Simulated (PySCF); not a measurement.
Cl2HInO. Atoms are numbered in the order given.

```xyz
5

In     0.2365    -0.0041     0.0000
Cl    -0.9945     1.9769     0.0000
Cl    -0.8793    -2.0370     0.0000
O      2.2148     0.0350     0.0000
H      2.5452     0.9424     0.0000
```

Geometry optimised at PBE0-D3(BJ)/def2-SVP. The def2 effective core potentials stand for the cores of In; spin–orbit coupling is left out. The values are those of a single conformer.

All values below come from HF/def2-TZVPD (PySCF).

Mulliken values depend strongly on the basis, most of all with diffuse functions as here. ESP charges are fitted to the potential on shells at 1.4 to 2.0 van der Waals radii. Atomic charges (e):

```csv
atom,Mulliken,ESP fit
In1,1.64,…
Cl2,-0.57,…
Cl3,-0.56,…
O4,-0.83,…
H5,0.33,…
```

Task: Some entries are withheld; supply them. (The exact figures need the calculation; the answer reports its results.)

Result: 
- In1, ESP fit: 1.05
- Cl2, ESP fit: -0.36
- Cl3, ESP fit: -0.32
- O4, ESP fit: -0.72
- H5, ESP fit: 0.35
